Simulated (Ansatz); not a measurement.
```yaml
crystal:
  periodic: [false, false, false]
  atoms:
    - {symbol: F, position_ang: [15.690179, -0.087953, -1.322350]}
    - {symbol: C, position_ang: [15.343783, -0.246402, -0.128911]}
    - {symbol: F, position_ang: [15.668121, -1.407612, 0.054672]}
    - {symbol: F, position_ang: [15.736874, 0.564255, 0.679352]}
    - {symbol: C, position_ang: [13.720206, -0.233589, -0.159073]}
    - {symbol: C, position_ang: [12.584746, -0.232330, -0.074191]}
    - {symbol: C, position_ang: [11.212275, -0.144980, -0.080728]}
    - {symbol: C, position_ang: [10.324270, -1.491748, -0.328396]}
    - {symbol: C, position_ang: [9.048403, -1.441783, -0.353640]}
    - {symbol: C, position_ang: [8.376115, -0.213119, -0.052730]}
    - {symbol: C, position_ang: [6.931002, -0.135655, -0.177288]}
    - {symbol: C, position_ang: [5.544755, -0.184478, -0.054506]}
    - {symbol: C, position_ang: [4.291274, -0.086303, -0.088791]}
    - {symbol: C, position_ang: [3.347127, -1.154263, -0.278148]}
    - {symbol: C, position_ang: [2.088546, -1.217723, -0.263209]}
    - {symbol: C, position_ang: [1.359300, -0.040279, 0.130253]}
    - {symbol: C, position_ang: [-0.234831, 0.034148, 0.065377]}
    - {symbol: C, position_ang: [-1.232761, -0.024075, 0.002873]}
    - {symbol: C, position_ang: [-2.643339, 0.086797, -0.051510]}
    - {symbol: C, position_ang: [-3.375875, 1.281710, 0.228869]}
    - {symbol: C, position_ang: [-4.791618, 1.276035, 0.393715]}
    - {symbol: C, position_ang: [-5.675679, 0.247809, 0.155347]}
    - {symbol: C, position_ang: [-7.059923, 0.059084, 0.199748]}
    - {symbol: C, position_ang: [-8.315887, 0.197513, 0.141514]}
    - {symbol: C, position_ang: [-9.688321, 0.172095, 0.153017]}
    - {symbol: C, position_ang: [-10.502610, -0.968003, -0.151662]}
    - {symbol: C, position_ang: [-11.806479, -0.883217, -0.168098]}
    - {symbol: C, position_ang: [-12.486462, 0.159096, 0.210963]}
    - {symbol: C, position_ang: [-13.999996, 0.317041, 0.162064]}
    - {symbol: F, position_ang: [-14.353121, 0.829330, -0.993711]}
    - {symbol: F, position_ang: [-14.438154, 1.184444, 1.155722]}
    - {symbol: F, position_ang: [-14.535656, -0.968748, 0.306926]}
    - {symbol: C, position_ang: [-11.857920, 1.338129, 0.626548]}
    - {symbol: C, position_ang: [-10.321471, 1.429568, 0.518825]}
    - {symbol: C, position_ang: [-4.775871, -0.966558, -0.090188]}
    - {symbol: C, position_ang: [-3.608868, -1.166969, -0.125049]}
    - {symbol: C, position_ang: [2.149906, 1.063264, 0.175665]}
    - {symbol: C, position_ang: [3.411007, 1.166149, 0.143070]}
    - {symbol: C, position_ang: [8.986854, 1.102253, 0.013540]}
    - {symbol: C, position_ang: [10.488846, 1.176608, 0.000908]}
    - {symbol: H, position_ang: [10.860624, -2.439986, -0.366569]}
    - {symbol: H, position_ang: [8.480852, -2.360616, -0.420054]}
    - {symbol: H, position_ang: [4.010767, -2.182974, -0.377109]}
    - {symbol: H, position_ang: [1.445862, -2.242191, -0.435306]}
    - {symbol: H, position_ang: [-2.783243, 2.280759, 0.527519]}
    - {symbol: H, position_ang: [-5.481797, 2.191408, 0.585284]}
    - {symbol: H, position_ang: [-9.877875, -1.855071, -0.454751]}
    - {symbol: H, position_ang: [-12.398284, -1.867979, -0.304135]}
    - {symbol: H, position_ang: [-12.213125, 2.338668, 0.896374]}
    - {symbol: H, position_ang: [-9.851883, 2.145182, 0.818705]}
    - {symbol: H, position_ang: [-5.445086, -2.003266, -0.386098]}
    - {symbol: H, position_ang: [-3.107276, -1.993262, -0.325486]}
    - {symbol: H, position_ang: [1.446254, 2.078337, 0.370297]}
    - {symbol: H, position_ang: [4.084562, 2.093342, 0.161146]}
    - {symbol: H, position_ang: [8.468647, 2.020551, 0.055670]}
    - {symbol: H, position_ang: [10.991482, 1.815087, 0.147375]}
basis:
  gaussian: {orbitals: cc-pVDZ, fitting: {mean_field: def2-universal-jkfit}, final_grid: {core_spheres: 8, valence_spheres: 7, degree: 23}}
magnetization: {spin_polarized: true, initial_magnetization: 2}
hamiltonian: {xc: {name: wB97}}
```

```sh
$ ansatz run in.yaml --threads 2 --pin off --events-out ev --progress --plain --max-ram 32768MiB --backend cuda --devices 0, --max-vram 18GiB
```

Output, abridged:

```
Functional definition: wB97
3300 factors; integrals over basis functions are off by at most 2.7e-1 eV
3300 factors; integrals over basis functions are off by at most 1.5e-6 eV
mean field evaluation 1: about -51766.3550 eV, gradient 6.2e1 eV
mean field evaluation 2: about -51775.9488 eV, gradient 4.9e1 eV
mean field evaluation 4: about -51784.8096 eV, gradient 4.7e0 eV
mean field evaluation 8: about -51785.1106 eV, gradient 4.3e-1 eV
mean field evaluation 16: about -51785.1279 eV, gradient 4.4e-2 eV
mean field evaluation 32: about -51785.1282 eV, gradient 1.1e-3 eV
mean field evaluation 64: about -51784.8961 eV, gradient 1.3e0 eV
mean field -51785.12822112 eV, -1903.0683609057 hartree, gradient 9.9e-6 eV, S^2 2.226059; 6 other end points of the search recorded, 0 dependent functions left out
reference -51785.12818507 eV, -1903.0683595809 hartree; 138, 136 occupied and 502, 504 virtual orbitals, 3300 factors
Total energy: -51785.12818507 eV, -1903.0683595809 hartree
```

It took 53 s on 2 threads of AMD EPYC 7R13 on a shared host and a share (18 GiB) of an NVIDIA H100 80GB HBM3, peak host memory 1.2 GiB.

The charge 0 triplet is spin-contaminated (final ⟨S²⟩ up to 2.23, 2.00 for a pure state).
